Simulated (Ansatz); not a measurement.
Name a neutral molecule of N, S, Si and H with LUMO energy (B3LYP/def2-TZVPP) between -0.30 and 0.00 eV and size of the dipole moment (ωB97M-V/def2-TZVPP) between 1.05 and 1.35 D (Ansatz, PBE0-D4/def2-TZVP geometry).

`N[SiH2]S[SiH3]` (-0.16 eV, 1.31 D); `[SiH3]N[SiH2]S` (-0.21 eV, 1.17 D). Other molecules can fit too; these were computed, each in one conformer that needn't be the lowest.

B3LYP here is the variant with VWN-RPA as its local correlation; programs differ in this.
